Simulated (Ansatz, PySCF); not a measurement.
Complex: HF (SMILES F) (first 2 atoms) with C2H4 (SMILES C=C); geometry from B3LYP-D3(BJ)/def2-TZVP, rigid monomers moved along the line of their centres of mass till H2···C3 is 2.55 Å.
(charge 0, multiplicity 1):
```xyz
8

F     -0.23389     0.85647     0.58511
H     -0.16840     0.55536     1.46868
C     -0.52051     0.14029     3.95746
C      0.52160    -0.61366     3.62471
H     -0.39786     1.15993     4.30219
H     -1.53482    -0.23676     3.90651
H      0.39952    -1.63631     3.28878
H      1.53651    -0.23958     3.68452
```

Monomers are frozen at their geometry in the pair; levels with a basis set take the counterpoise correction.

Frozen-core correlation. CBS(a, b) extrapolates the correlation energy as X⁻³ and adds the Hartree–Fock energy of set b.

Programs: Ansatz (a program for electronic structure); PySCF for the dispersion terms. Each number belongs to the level named beside it.

PBE/def2-TZVPPD gives -17.9 kJ/mol for the interaction energy.

### Question
How do the other levels lie against it? Give each less PBE: PBE-D3(BJ)/def2-TZVPPD, r2SCAN/def2-TZVPPD, PBE0/def2-TZVPPD, wB97M-V/def2-TZVPPD, MP2/CBS(aug-cc-pVDZ, aug-cc-pVTZ), MP2/CBS(aug-cc-pVDZ, aug-cc-pVTZ) + ΔCCSD(T)/aug-cc-pVDZ.

### Answer
PBE-D3(BJ)/def2-TZVPPD -2.4; r2SCAN/def2-TZVPPD -0.8; PBE0/def2-TZVPPD 0.1; wB97M-V/def2-TZVPPD -0.3; MP2/CBS(aug-cc-pVDZ, aug-cc-pVTZ) 0.2; MP2/CBS(aug-cc-pVDZ, aug-cc-pVTZ) + ΔCCSD(T)/aug-cc-pVDZ 1.0 kJ/mol. 3 of 6 lie above PBE; the widest gap is to PBE-D3(BJ)/def2-TZVPPD.
